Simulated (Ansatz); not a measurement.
The same path of CH₇BSi₂ (11 atoms, charge 0, multiplicity 1) was run twice with different band settings. Lost on the way: B2–Si4, C3–H8. Made: B2–H8.

Method: UKS r2SCAN/STO-3G in Ansatz.

Relaxed end points:

```xyz
11
Properties=species:S:1:pos:R:3
Si -0.946 1.749 -0.408
B 0.008 0.094 -0.047
C 0.189 -1.014 1.050
Si 1.126 -1.381 -0.512
H -1.797 1.578 -1.568
H -1.776 2.224 0.678
H -0.001 2.799 -0.730
H 0.756 -0.726 1.943
H -0.699 -1.581 1.349
H 2.566 -1.330 -0.406
H 0.640 -2.470 -1.328
```

```xyz
11
Properties=species:S:1:pos:R:3
Si -0.893 1.491 -0.261
B -0.304 0.183 1.089
C 0.446 -1.085 0.818
Si 1.062 -1.526 -0.718
H -1.319 0.896 -1.512
H -1.992 2.310 0.201
H 0.180 2.405 -0.602
H -0.548 0.436 2.210
H 0.679 -1.766 1.646
H 1.874 -2.701 -0.959
H 0.879 -0.701 -1.891
```

Common settings: movable images 7; climbing image yes; spring 5.0 eV/Å²; optimiser quadratic models (default); start path through a guess of the saddle point; end points relaxed.

| run | force threshold | iteration limit |
| --- | --- | --- |
| 1 | 0.05 eV/Å | 34 |
| 2 | 0.5 eV/Å | 37 |

(1) What does each run give, and how far can it be trusted?

Answers

(1) Run 1: converged after 14 iterations, highest image 1.482 eV above the first end. A vibrational analysis at the climbing image gives one clearly imaginary mode, 816i cm⁻¹: a first-order saddle point.
Run 2: converged after 11 iterations, highest image 1.508 eV above the first end. The threshold of 0.5 eV/Å is loose, so the images may lie well off the minimum-energy path. The order of the stationary point at the top wasn't checked.
The orbitals stay closed-shell, which can raise the energy where a bond breaks towards radicals; this wasn't checked here. Limits of this set-up: minimal basis.
